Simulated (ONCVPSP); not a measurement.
# Configuration tests for Tc (ONCV)

* Element: Tc (Z = 43)
* Generator: ONCVPSP 4.0.1
* Type: optimised norm-conserving Vanderbilt (ONCV)
* Functional: PBE
* Relativity: scalar-relativistic
* Frozen core: [Ar] 3d10
* Valence charge: 15
* Reference configuration: 4s2 4p6 4d5 5s1.5 5p0.5
* Partial waves: 4s+5s: rc 2.05 bohr, ncon 5, nbas 8, qcut 7.8 1/bohr, 2 projectors; 4p+5p: rc 2.35 bohr, ncon 4, nbas 8, qcut 7 1/bohr, 2 projectors; 4d: rc 2.05 bohr, ncon 4, nbas 9, qcut 7.9 1/bohr, local
* Local potential: the d channel
* Core correction: none

Energies are relative to the spin-unpolarised reference configuration 4s2 4p6 4d5 5s1.5 5p0.5; without spin polarisation the order of configurations can differ from experiment.

```tsv
valence configuration	charge	ΔE all-electron (eV)	error AE − PS (meV)
4s2 4p6 4d5 5s2 5p0	0	-1.849	+0.2
4s2 4p6 4d5 5s0 5p0	+2	21.156	-5.6
```

What are ΔE and the potential's error for 4s2 4p6 4d5 5s1 5p0?

ΔE = 6.305 eV all-electron; the error (AE − PS) is -1.3 meV.

What are ΔE and the potential's error for 4s2 4p6 4d5 5s0 5p1?

ΔE = 10.887 eV all-electron; the error (AE − PS) is -2.3 meV.

Levels in the configuration 4s2 4p6 4d5 5s0 5p1:

| level | all-electron (eV) | pseudo (eV) |
| --- | --- | --- |
| 4s | -82.237 | -82.258 |
| 4p | -54.211 | -54.224 |
| 4d | -15.270 | -15.271 |
| 5p | -7.522 | -7.523 |
